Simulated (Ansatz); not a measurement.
A short molecular-dynamics run on Sn₁₃H₂₀, a cluster cut from cubic tin.

```yaml
crystal:
  periodic: [false, false, false]
  atoms:
    - {symbol: Sn, position_ang: [0.788484, -4.057153, 0.615770]}
    - {symbol: Sn, position_ang: [-2.626474, 2.627410, -2.627951]}
    - {symbol: Sn, position_ang: [0.898775, -0.899170, -2.676649]}
    - {symbol: Sn, position_ang: [-2.449799, -0.782703, 0.530778]}
    - {symbol: Sn, position_ang: [0.797299, -0.798409, 3.842495]}
    - {symbol: Sn, position_ang: [0.781665, 2.449867, 0.531705]}
    - {symbol: Sn, position_ang: [4.056839, -0.786406, 0.615632]}
    - {symbol: Sn, position_ang: [-4.123795, 0.845923, -1.050099]}
    - {symbol: Sn, position_ang: [-0.809076, -2.440762, -1.052978]}
    - {symbol: Sn, position_ang: [2.429694, -2.428772, 2.226623]}
    - {symbol: Sn, position_ang: [-0.847920, 4.124888, -1.046980]}
    - {symbol: Sn, position_ang: [2.439329, 0.809866, -1.053237]}
    - {symbol: Sn, position_ang: [-0.816235, 0.815292, 2.184907]}
    - {symbol: H, position_ang: [1.767327, -5.123264, -0.346606]}
    - {symbol: H, position_ang: [-0.217222, -5.053228, 1.623509]}
    - {symbol: H, position_ang: [-3.690093, 3.690783, -3.497550]}
    - {symbol: H, position_ang: [-1.724177, 1.727277, -3.804020]}
    - {symbol: H, position_ang: [1.958658, -1.958336, -3.557604]}
    - {symbol: H, position_ang: [-0.011724, 0.010630, -3.841315]}
    - {symbol: H, position_ang: [-3.441968, -1.806204, 1.536231]}
    - {symbol: H, position_ang: [-0.204841, -1.775975, 4.872329]}
    - {symbol: H, position_ang: [1.773262, 0.203522, 4.874016]}
    - {symbol: H, position_ang: [1.805676, 3.441071, 1.537579]}
    - {symbol: H, position_ang: [5.124037, -1.764602, -0.346216]}
    - {symbol: H, position_ang: [5.051823, 0.220290, 1.623475]}
    - {symbol: H, position_ang: [-5.146594, -0.139344, -2.051542]}
    - {symbol: H, position_ang: [-5.165094, 1.765285, -0.006479]}
    - {symbol: H, position_ang: [-1.813419, -3.450925, -2.058084]}
    - {symbol: H, position_ang: [3.435088, -3.433497, 3.235749]}
    - {symbol: H, position_ang: [0.136506, 5.150661, -2.046211]}
    - {symbol: H, position_ang: [-1.769090, 5.163193, -0.001966]}
    - {symbol: H, position_ang: [3.448737, 1.814673, -2.058644]}
    - {symbol: H, position_ang: [-1.838277, 1.836717, 3.161836]}
basis:
  gaussian: {orbitals: def2-SVP, fitting: {mean_field: def2-universal-jkfit}}
hamiltonian: {xc: {name: r2SCAN}}
md: {timestep: 2 fs, n_steps: 15, ensemble: nve, temperature: 1000, initial_velocities: maxwell_boltzmann, seed: 306}
scf: {omitted_lower_state_checks: [starts]}
```

```sh
$ ansatz run in.yaml --threads 2 --pin off --events-out ev --progress --plain --max-ram 32768MiB --backend cuda --devices 0, --max-vram 18GiB
```

```
step  time (fs)  potential energy (eV)  kinetic (eV)  T (K)  conserved (eV)
   0        0.0            -76168.2404        4.0071   1000     -76164.2333
   1        2.0            -76167.9689        3.7625    939     -76164.2064
   2        4.0            -76167.5204        3.3444    835     -76164.1760
   3        6.0            -76167.3256        3.1403    784     -76164.1854
   4        8.0            -76167.2669        3.0531    762     -76164.2138
   5       10.0            -76166.9454        2.7304    681     -76164.2150
   6       12.0            -76166.3752        2.1999    549     -76164.1753
   7       14.0            -76166.1258        1.9640    490     -76164.1617
   8       16.0            -76166.3696        2.1649    540     -76164.2047
   9       18.0            -76166.5227        2.3029    575     -76164.2197
  10       20.0            -76166.3404        2.1484    536     -76164.1921
  11       22.0            -76166.2122        2.0446    510     -76164.1676
  12       24.0            -76166.4777        2.2896    571     -76164.1881
  13       26.0            -76166.8518        2.6306    656     -76164.2212
  14       28.0            -76166.8574        2.6356    658     -76164.2218
  15       30.0            -76166.5126        2.3302    582     -76164.1824
```

Velocities are drawn at the set temperature; a run this short doesn't reach equilibrium.

In the def2 sets Sn takes a core potential; there is no spin–orbit coupling.

Frames (Å, forces in eV/Å):

```xyz
33
time=0.0 fs
Sn    0.788   -4.057    0.616    0.001   -0.116    0.004
Sn   -2.626    2.627   -2.628   -0.026    0.026   -0.099
Sn    0.899   -0.899   -2.677    0.021   -0.021   -0.117
Sn   -2.450   -0.783    0.531   -0.078   -0.050    0.047
Sn    0.797   -0.798    3.842    0.000    0.000    0.116
Sn    0.782    2.450    0.532    0.050    0.078    0.047
Sn    4.057   -0.786    0.616    0.116   -0.001    0.004
Sn   -4.124    0.846   -1.050   -0.116    0.001   -0.004
Sn   -0.809   -2.441   -1.053   -0.049   -0.077   -0.055
Sn    2.430   -2.429    2.227    0.055   -0.055    0.059
Sn   -0.848    4.125   -1.047   -0.001    0.116   -0.004
Sn    2.439    0.810   -1.053    0.077    0.049   -0.056
Sn   -0.816    0.815    2.185   -0.053    0.053    0.071
H     1.767   -5.123   -0.347   -0.110    0.115    0.108
H    -0.217   -5.053    1.624    0.112    0.109   -0.113
H    -3.690    3.691   -3.498    0.119   -0.119    0.099
H    -1.724    1.727   -3.804   -0.118    0.117    0.127
H     1.959   -1.958   -3.558   -0.117    0.117    0.094
H    -0.012    0.011   -3.841    0.119   -0.119    0.123
H    -3.442   -1.806    1.536    0.107    0.111   -0.109
H    -0.205   -1.776    4.872    0.112    0.110   -0.112
H     1.773    0.204    4.874   -0.109   -0.112   -0.112
H     1.806    3.441    1.538   -0.111   -0.107   -0.109
H     5.124   -1.765   -0.346   -0.115    0.110    0.108
H     5.052    0.220    1.623   -0.109   -0.112   -0.113
H    -5.147   -0.139   -2.052    0.114    0.111    0.112
H    -5.165    1.765   -0.006    0.113   -0.105   -0.116
H    -1.813   -3.451   -2.058    0.111    0.110    0.110
H     3.435   -3.433    3.236   -0.111    0.111   -0.111
H     0.137    5.151   -2.046   -0.111   -0.114    0.112
H    -1.769    5.163   -0.002    0.105   -0.113   -0.116
H     3.449    1.815   -2.059   -0.110   -0.111    0.110
H    -1.838    1.837    3.162    0.112   -0.112   -0.105
33
time=4.0 fs
Sn    0.798   -4.055    0.613   -0.386    0.544    0.293
Sn   -2.639    2.649   -2.619    0.248   -0.334   -0.898
Sn    0.886   -0.894   -2.667    0.123   -0.179   -0.389
Sn   -2.440   -0.800    0.538    0.174    0.587   -0.248
Sn    0.782   -0.788    3.836    0.852    0.584    0.548
Sn    0.788    2.450    0.532    0.180    0.196    0.479
Sn    4.074   -0.780    0.618   -0.537   -0.124    0.085
Sn   -4.119    0.839   -1.055   -1.348    0.029   -0.090
Sn   -0.800   -2.449   -1.058    0.345    0.154    0.413
Sn    2.413   -2.433    2.212   -0.299    0.750   -0.145
Sn   -0.834    4.123   -1.057   -0.313   -0.516    0.235
Sn    2.441    0.794   -1.066   -0.252   -0.344    0.525
Sn   -0.832    0.823    2.207   -0.452    0.560    0.418
H     1.780   -5.055   -0.268    0.657   -0.496   -0.677
H    -0.182   -5.183    1.423   -0.227   -0.048    0.328
H    -3.618    3.641   -3.718    0.315   -0.312    0.471
H    -1.623    1.629   -3.704   -0.497    0.514    0.486
H     1.967   -2.018   -3.526   -0.450    0.452    0.247
H    -0.110    0.025   -3.780    0.344   -0.273    0.172
H    -3.432   -1.482    1.722   -0.343   -0.508    0.200
H    -0.029   -1.734    4.993   -0.380   -0.266    0.054
H     1.742    0.227    5.001   -0.377   -0.425   -0.810
H     1.774    3.426    1.647   -0.250   -0.262   -0.461
H     5.101   -1.854   -0.219    0.166   -0.028   -0.198
H     5.034    0.213    1.626    0.077    0.075    0.071
H    -5.227   -0.205   -2.094    0.750    0.667    0.633
H    -5.271    1.852   -0.054    0.723   -0.672   -0.510
H    -1.632   -3.508   -2.082   -0.370   -0.242   -0.229
H     3.464   -3.207    3.272    0.331   -0.476    0.340
H     0.057    5.167   -2.000    0.571    0.375   -0.582
H    -1.702    5.222   -0.107   -0.278    0.137    0.388
H     3.423    1.733   -2.054    0.348    0.412   -0.387
H    -1.876    1.826    3.333    0.554   -0.531   -0.760
33
time=10.0 fs
Sn    0.812   -4.051    0.610    0.145   -1.124   -0.409
Sn   -2.658    2.681   -2.607    0.222   -0.459   -0.138
Sn    0.867   -0.887   -2.654   -0.106    0.103    0.513
Sn   -2.425   -0.825    0.548   -0.761    0.724    0.857
Sn    0.761   -0.772    3.829    0.221   -0.600    0.505
Sn    0.797    2.450    0.533   -0.305   -0.357    0.161
Sn    4.098   -0.770    0.622   -0.572   -0.514   -0.003
Sn   -4.115    0.828   -1.062    0.174    0.244    0.005
Sn   -0.785   -2.462   -1.065    0.090   -0.451    0.119
Sn    2.387   -2.437    2.191    0.555    0.865    0.957
Sn   -0.813    4.119   -1.071   -0.123    0.888   -0.135
Sn    2.444    0.769   -1.084    0.340    0.259    0.197
Sn   -0.858    0.837    2.241    0.332   -0.155   -0.643
H     1.946   -5.048   -0.308   -0.244    0.430    0.033
H    -0.176   -5.371    1.207    0.137    0.461    0.218
H    -3.434    3.493   -3.919   -0.066    0.085    0.248
H    -1.594    1.610   -3.438    0.091   -0.033   -0.130
H     1.874   -2.000   -3.428    0.169   -0.219   -0.327
H    -0.174   -0.017   -3.661   -0.037    0.131   -0.372
H    -3.474   -1.128    2.000    0.330   -0.486   -0.910
H     0.132   -1.733    5.163   -0.358   -0.029   -0.581
H     1.614    0.169    4.978    0.423    0.399   -0.225
H     1.675    3.348    1.693    0.301    0.261   -0.034
H     5.109   -1.986   -0.083    0.043    0.286   -0.158
H     5.031    0.225    1.653    0.066    0.054    0.054
H    -5.155   -0.138   -2.004   -0.038   -0.224   -0.297
H    -5.246    1.809   -0.241   -0.059    0.034    0.403
H    -1.456   -3.643   -2.164   -0.207    0.238    0.237
H     3.568   -2.986    3.389   -0.389   -0.264   -0.396
H     0.074    5.261   -2.067    0.028   -0.467    0.056
H    -1.668    5.334   -0.163    0.022   -0.317    0.177
H     3.463    1.711   -2.137   -0.167   -0.011    0.103
H    -1.800    1.682    3.391   -0.258    0.246   -0.086
33
time=14.0 fs
Sn    0.821   -4.049    0.608    0.419   -1.522   -0.790
Sn   -2.670    2.702   -2.599    0.156   -0.472    0.513
Sn    0.854   -0.882   -2.644   -0.250    0.221    0.558
Sn   -2.417   -0.840    0.557   -0.807    1.016    0.843
Sn    0.747   -0.762    3.824   -0.094   -1.218    0.097
Sn    0.803    2.449    0.535   -0.488   -0.576    0.023
Sn    4.114   -0.765    0.624   -0.400   -0.566    0.126
Sn   -4.113    0.821   -1.067    1.590    0.341    0.189
Sn   -0.775   -2.471   -1.069   -0.034   -0.694    0.035
Sn    2.371   -2.438    2.178    0.812    1.092    1.307
Sn   -0.800    4.117   -1.081   -0.117    1.423   -0.208
Sn    2.446    0.752   -1.095    0.657    0.624    0.034
Sn   -0.874    0.846    2.262    0.993   -0.707   -1.609
H     2.043   -4.994   -0.355   -0.618    0.629    0.303
H    -0.159   -5.424    1.110    0.219    0.520    0.240
H    -3.312    3.397   -3.998   -0.309    0.348   -0.150
H    -1.576    1.609   -3.266    0.504   -0.435   -0.415
H     1.823   -2.008   -3.407    0.347   -0.414   -0.472
H    -0.210   -0.033   -3.635   -0.065    0.183   -0.415
H    -3.460   -0.985    2.044    0.261   -0.684   -0.919
H     0.168   -1.748    5.185   -0.332    0.086   -0.687
H     1.587    0.183    4.900    0.836    0.826    0.299
H     1.649    3.329    1.702    0.483    0.431    0.136
H     5.129   -2.030   -0.026   -0.042    0.457   -0.121
H     5.044    0.246    1.683   -0.110   -0.127   -0.140
H    -5.091   -0.111   -1.974   -0.741   -0.956   -1.033
H    -5.218    1.766   -0.315   -0.808    0.668    1.004
H    -1.386   -3.705   -2.190   -0.163    0.456    0.423
H     3.588   -2.898    3.416   -0.554   -0.300   -0.566
H     0.112    5.265   -2.125   -0.208   -0.718    0.348
H    -1.653    5.364   -0.156    0.225   -0.513   -0.005
H     3.478    1.712   -2.192   -0.434   -0.250    0.387
H    -1.775    1.611    3.393   -0.930    0.831    0.667
33
time=20.0 fs
Sn    0.836   -4.050    0.602    0.018   -0.088   -0.505
Sn   -2.687    2.731   -2.587    0.813   -1.102   -0.350
Sn    0.834   -0.874   -2.629   -0.036   -0.407   -0.741
Sn   -2.405   -0.860    0.570    0.226    1.192   -0.711
Sn    0.727   -0.749    3.818    1.225    0.282    0.299
Sn    0.812    2.447    0.537   -0.073   -0.150    0.627
Sn    4.136   -0.758    0.628   -0.919   -0.396    0.161
Sn   -4.106    0.811   -1.073   -1.075    0.089   -0.134
Sn   -0.760   -2.486   -1.075    0.116   -0.066    0.708
Sn    2.348   -2.438    2.162    0.097    1.644    0.529
Sn   -0.780    4.117   -1.096   -0.365    0.119    0.212
Sn    2.451    0.729   -1.112    0.234    0.287    0.762
Sn   -0.897    0.858    2.291   -0.151    0.394   -0.380
H     2.040   -4.760   -0.362    0.244   -0.163   -0.396
H    -0.091   -5.387    1.046   -0.236   -0.259    0.486
H    -3.204    3.339   -4.135   -0.053    0.055    0.378
H    -1.452    1.528   -3.104   -0.436    0.421   -0.034
H     1.808   -2.092   -3.478   -0.330    0.471    0.190
H    -0.257   -0.024   -3.691    0.418   -0.179    0.105
H    -3.402   -0.976    1.899   -0.817   -0.903    0.534
H     0.124   -1.753    5.051   -0.421   -0.170    0.131
H     1.728    0.375    4.814   -0.309   -0.498   -0.564
H     1.724    3.398    1.721   -0.057   -0.135   -0.520
H     5.159   -1.980    0.017    0.236    0.077   -0.316
H     5.034    0.246    1.692   -0.023    0.027   -0.005
H    -5.126   -0.255   -2.139    0.586    0.585    0.485
H    -5.327    1.818   -0.203    0.564   -0.637   -0.193
H    -1.341   -3.690   -2.129   -0.507   -0.128   -0.133
H     3.489   -2.865    3.328    0.287   -0.659    0.340
H     0.129    5.095   -2.137    0.365    0.128   -0.318
H    -1.579    5.284   -0.136   -0.066    0.099    0.290
H     3.396    1.659   -2.185    0.118    0.262   -0.181
H    -1.937    1.686    3.505    0.325   -0.190   -0.756
33
time=24.0 fs
Sn    0.846   -4.051    0.598   -0.352    0.022   -0.363
Sn   -2.698    2.749   -2.580    0.889   -1.146   -0.367
Sn    0.821   -0.869   -2.620    0.028   -0.526   -0.826
Sn   -2.397   -0.872    0.579    0.019    1.144   -0.454
Sn    0.716   -0.741    3.814    1.365    0.403    0.085
Sn    0.817    2.446    0.540   -0.098   -0.220    0.482
Sn    4.149   -0.754    0.631   -1.083   -0.512   -0.007
Sn   -4.103    0.805   -1.078   -1.110   -0.003   -0.047
Sn   -0.750   -2.496   -1.079   -0.048    0.060    0.864
Sn    2.333   -2.435    2.152    0.188    1.675    0.555
Sn   -0.768    4.118   -1.106   -0.381   -0.261    0.330
Sn    2.454    0.714   -1.122    0.057    0.214    1.083
Sn   -0.912    0.866    2.310   -0.378    0.526   -0.392
H     2.055   -4.611   -0.418    0.445   -0.430   -0.541
H    -0.075   -5.386    1.087   -0.072   -0.201    0.340
H    -3.151    3.321   -4.172   -0.035    0.003    0.479
H    -1.425    1.529   -3.013   -0.542    0.487   -0.069
H     1.753   -2.081   -3.507   -0.203    0.391    0.205
H    -0.221   -0.042   -3.723    0.259   -0.062    0.074
H    -3.480   -1.136    1.852   -0.477   -0.745    0.185
H     0.018   -1.779    4.962   -0.264   -0.071    0.292
H     1.796    0.445    4.673   -0.525   -0.750   -0.357
H     1.777    3.433    1.653   -0.126   -0.193   -0.444
H     5.214   -1.920   -0.009    0.224    0.005   -0.292
H     5.020    0.246    1.692    0.095    0.197    0.160
H    -5.072   -0.280   -2.197    0.559    0.693    0.618
H    -5.331    1.766   -0.132    0.620   -0.680   -0.399
H    -1.397   -3.684   -2.095   -0.502   -0.203   -0.232
H     3.449   -2.958    3.303    0.270   -0.584    0.343
H     0.190    4.978   -2.181    0.414    0.343   -0.387
H    -1.531    5.231   -0.078   -0.082    0.330    0.266
H     3.345    1.657   -2.195    0.310    0.422   -0.374
H    -2.019    1.728    3.476    0.534   -0.329   -0.811
33
time=30.0 fs
Sn    0.860   -4.054    0.589    0.203   -0.877   -1.191
Sn   -2.711    2.773   -2.569    0.209   -0.536    0.788
Sn    0.801   -0.863   -2.608   -0.119   -0.166   -0.194
Sn   -2.386   -0.887    0.591   -1.077    0.450    0.447
Sn    0.701   -0.727    3.809   -0.244   -1.336   -0.397
Sn    0.824    2.443    0.544   -0.609   -0.843   -0.317
Sn    4.166   -0.749    0.636   -0.418   -0.563   -0.067
Sn   -4.101    0.795   -1.085    1.469    0.300    0.484
Sn   -0.735   -2.512   -1.081   -0.921   -0.523    0.405
Sn    2.312   -2.426    2.139    1.128    0.946    1.408
Sn   -0.749    4.119   -1.120    0.119    0.553    0.091
Sn    2.460    0.693   -1.135    0.505    1.039    0.539
Sn   -0.935    0.880    2.336    0.680   -0.440   -1.690
H     2.145   -4.493   -0.601   -0.645   -0.191    0.565
H    -0.046   -5.414    1.226    0.415    0.330   -0.130
H    -3.092    3.306   -4.122   -0.302    0.284   -0.272
H    -1.503    1.634   -2.910    0.448   -0.474   -0.423
H     1.645   -1.992   -3.517    0.523   -0.462   -0.335
H    -0.120   -0.067   -3.767   -0.263    0.343   -0.215
H    -3.670   -1.553    1.778    0.894    0.187   -0.914
H    -0.187   -1.808    4.887    0.388    0.520   -0.106
H     1.787    0.377    4.403    0.593    0.416    0.790
H     1.841    3.452    1.453    0.291    0.256    0.242
H     5.340   -1.811   -0.115   -0.229    0.288    0.086
H     5.016    0.291    1.727   -0.109   -0.045   -0.099
H    -4.876   -0.170   -2.158   -0.684   -0.724   -0.878
H    -5.209    1.534   -0.105   -0.780    0.397    0.611
H    -1.597   -3.698   -2.083    0.139    0.488    0.307
H     3.422   -3.231    3.318   -0.579    0.218   -0.556
H     0.355    4.873   -2.309   -0.486   -0.110    0.582
H    -1.462    5.226    0.053    0.309   -0.020   -0.420
H     3.329    1.739   -2.279   -0.232   -0.306    0.380
H    -2.027    1.729    3.247   -0.612    0.603    0.481
```

Hardware: 2 threads of AMD EPYC 7R13 on a shared host and a share (18 GiB) of an NVIDIA H100 80GB HBM3. Wall time 1.7 min, peak host memory 1.1 GiB.
